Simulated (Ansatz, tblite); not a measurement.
Cost and result up the ladder for SnO₂⁻ (3 atoms). The state is a doublet with charge -1. Geometry: r2SCAN-D4/def2-TZVPD.

```tsv
atom	x (Å)	y (Å)	z (Å)
Sn1	-0.091	0.537	0.171
O2	-1.630	-0.533	-0.147
O3	1.721	-0.004	-0.024
```

Ansatz on 4 threads of Intel Xeon Platinum 8375C on a shared host; xTB runs through tblite on one thread. Times are rough, summed over both states, and most runs start from the orbitals of an earlier one. PBE-QIDH/def2-TZVPD serves as the yardstick here, not as an exact answer. The other state is a quartet at its own geometry.

In the def2 sets Sn takes a core potential; there is no spin–orbit coupling. The xTB rows come from tblite. LC-ωPBE has ω = 0.4 bohr⁻¹. Correlated methods freeze 6 core orbitals; core or outer-core shells of Sn are correlated, in sets that lack core-valence functions. The structure comes from a short search, and lower isomers may exist.

xTB has no spin-polarisation term.

```json
{"level": "GFN1-xTB", "functions": "17", "wall time": "0.004 s", "quartet − doublet (eV)": "6.18", "difference from PBE-QIDH/def2-TZVPD (eV)": "3.59", "remarks": "–"}
{"level": "GFN2-xTB", "functions": "17", "wall time": "0.005 s", "quartet − doublet (eV)": "5.04", "difference from PBE-QIDH/def2-TZVPD (eV)": "2.46", "remarks": "–"}
{"level": "LDA (SPW92)/def2-TZVPD", "functions": "136", "wall time": "1.2 s", "quartet − doublet (eV)": "3.10", "difference from PBE-QIDH/def2-TZVPD (eV)": "0.52", "remarks": "HOMO above zero (quartet)"}
{"level": "PBE-D4/def2-TZVPD", "functions": "136", "wall time": "2.1 s", "quartet − doublet (eV)": "2.73", "difference from PBE-QIDH/def2-TZVPD (eV)": "0.15", "remarks": "HOMO above zero (quartet)"}
{"level": "revPBE-D4/def2-TZVPD", "functions": "136", "wall time": "2.1 s", "quartet − doublet (eV)": "2.63", "difference from PBE-QIDH/def2-TZVPD (eV)": "0.04", "remarks": "HOMO above zero (quartet)"}
{"level": "RPA@PBE/def2-TZVPD", "functions": "136", "wall time": "3.6 s", "quartet − doublet (eV)": "2.51", "difference from PBE-QIDH/def2-TZVPD (eV)": "-0.08", "remarks": "–"}
{"level": "HF/def2-TZVPD", "functions": "136", "wall time": "3.9 s", "quartet − doublet (eV)": "-0.15", "difference from PBE-QIDH/def2-TZVPD (eV)": "-2.73", "remarks": "–"}
{"level": "PBE0-D4/def2-TZVPD (with forces)", "functions": "136", "wall time": "4.3 s", "quartet − doublet (eV)": "2.37", "difference from PBE-QIDH/def2-TZVPD (eV)": "-0.22", "remarks": "HOMO above zero (quartet)"}
{"level": "LC-ωPBE/def2-TZVPD", "functions": "136", "wall time": "4.5 s", "quartet − doublet (eV)": "2.33", "difference from PBE-QIDH/def2-TZVPD (eV)": "-0.25", "remarks": "–"}
{"level": "MP2/def2-TZVPD", "functions": "136", "wall time": "4.5 s", "quartet − doublet (eV)": "2.80", "difference from PBE-QIDH/def2-TZVPD (eV)": "0.22", "remarks": "–"}
{"level": "r2SCAN-D4/def2-TZVPD", "functions": "136", "wall time": "5.2 s", "quartet − doublet (eV)": "2.46", "difference from PBE-QIDH/def2-TZVPD (eV)": "-0.12", "remarks": "HOMO above zero (quartet)"}
{"level": "PBE-QIDH/def2-TZVPD", "functions": "136", "wall time": "5.6 s", "quartet − doublet (eV)": "2.58", "difference from PBE-QIDH/def2-TZVPD (eV)": "0.00", "remarks": "–"}
{"level": "CCSD(T)/def2-TZVPPD", "functions": "136", "wall time": "31 s", "quartet − doublet (eV)": "2.69", "difference from PBE-QIDH/def2-TZVPD (eV)": "0.11", "remarks": "large T1 (doublet)"}
```
